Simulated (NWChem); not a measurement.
A series in which one site is exchanged, each optimised at PBE0/def2-SVP with NWChem, gas phase unless a solvent is named. All stand in one matching conformer (torsions within 35°), which need not be the lowest. Low-valent species are run as closed-shell singlets; no triplet was tried in these runs. For some, no frequency run checked for a minimum. def2 effective core potentials on Sn, Pb; no spin-orbit coupling.

A: F[Si]S (SiHSF; site = Si)
B: [SH][Ge][F] (GeHSF; site = Ge)
C: [F][Pb][SH] (PbHSF; site = Pb)
D: [F][Sn][SH] (SnHSF; site = Sn)

Values for A:

```
Quantity                                                  Result
--------------------------------------------------------  ------
dipole (D), PBE0/def2-SVP                                   1.83
orbital gap (eV), PBE0/def2-SVP                             5.15
static polarisability, CAM-B3LYP/def2-SVPD (bohr³)          52.1
lowest singlet excitation, CAM-B3LYP/def2-SVPD, TDA (eV)    4.24
```

Q: How do these values change for the other members?

A: 
```csv
change from A,B,C,D
"dipole (D), PBE0/def2-SVP",+0.79,+2.86,+1.84
"orbital gap (eV), PBE0/def2-SVP",+0.03,-0.43,-0.32
"static polarisability, CAM-B3LYP/def2-SVPD (bohr³)",+2.5,+14.2,+12.2
"lowest singlet excitation, CAM-B3LYP/def2-SVPD, TDA (eV)",-0.13,-0.53,-0.41
```
